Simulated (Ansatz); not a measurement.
Total energies of C3H7BF2 (`CC(C)B(F)F`).

Cartesian coordinates in Å:
```
C -0.5564 0.4064 1.2489
C -0.1007 -0.3514 0.0039
C 1.3901 -0.1637 -0.2709
B -0.9917 -0.0598 -1.2490
F -0.5430 -0.2177 -2.4842
F -2.2544 0.3230 -1.1432
H -0.4060 1.4831 1.1290
H 0.0163 0.0923 2.1253
H -1.6146 0.2434 1.4600
H -0.2682 -1.4260 0.1911
H 1.9859 -0.4862 0.5869
H 1.6250 0.8885 -0.4547
H 1.7176 -0.7319 -1.1433
```

The species carries charge 0 and has multiplicity 1. The structure was optimised at the PBE0-D4/def2-TZVP level. It is one conformer, not always the lowest. Basis def2-TZVPP, the Gaussian-basis code of Ansatz.

RPA on PBE orbitals: Hartree–Fock energy of these orbitals -341.46457 Eh, correlation -1.78157 Eh (frozen core).

```
             functional  energy without D4 (Eh)  D4 term (kJ/mol)
                    PBE              -342.94308             -22.8
                   PBE0              -342.97404             -19.1
                  B3LYP              -343.35985             -36.2
                r2SCANh              -343.16015              -6.1
                r2SCAN0              -343.14010              -6.7
HSE06 (plane-wave form)              -342.95676             -17.5
                  BHLYP              -343.19168             -24.9
                LC-ωPBE              -343.14791                 –
                 B2PLYP              -343.10509                 –
               PBE-QIDH              -342.93553                 –
```

Question: Give the same for LDA (SPW92), revPBE, BLYP, r2SCAN, B97M-V, CAM-B3LYP, ωB97X-V, ωB97M-V. (Best estimate.)

Answer: The calculation gave: 
```json
{"functional": "LDA (SPW92)", "energy without D4 (Eh)": "-340.67170", "D4 term (kJ/mol)": "–"}
{"functional": "revPBE", "energy without D4 (Eh)": "-343.22551", "D4 term (kJ/mol)": "-77.7"}
{"functional": "BLYP", "energy without D4 (Eh)": "-343.24604", "D4 term (kJ/mol)": "-50.9"}
{"functional": "r2SCAN", "energy without D4 (Eh)": "-343.17433", "D4 term (kJ/mol)": "-5.8"}
{"functional": "B97M-V", "energy without D4 (Eh)": "-343.29302", "D4 term (kJ/mol)": "–"}
{"functional": "CAM-B3LYP", "energy without D4 (Eh)": "-343.22049", "D4 term (kJ/mol)": "-19.0"}
{"functional": "ωB97X-V", "energy without D4 (Eh)": "-343.24293", "D4 term (kJ/mol)": "–"}
{"functional": "ωB97M-V", "energy without D4 (Eh)": "-343.22151", "D4 term (kJ/mol)": "–"}
```

B3LYP takes the VWN-RPA correlation (the form of Gaussian; ORCA's B3LYP/G). HSE06 is the plane-wave form, built on full-range PBE exchange. The double hybrids freeze the cores in their second-order part.

LC-ωPBE has ω = 0.4 bohr⁻¹.
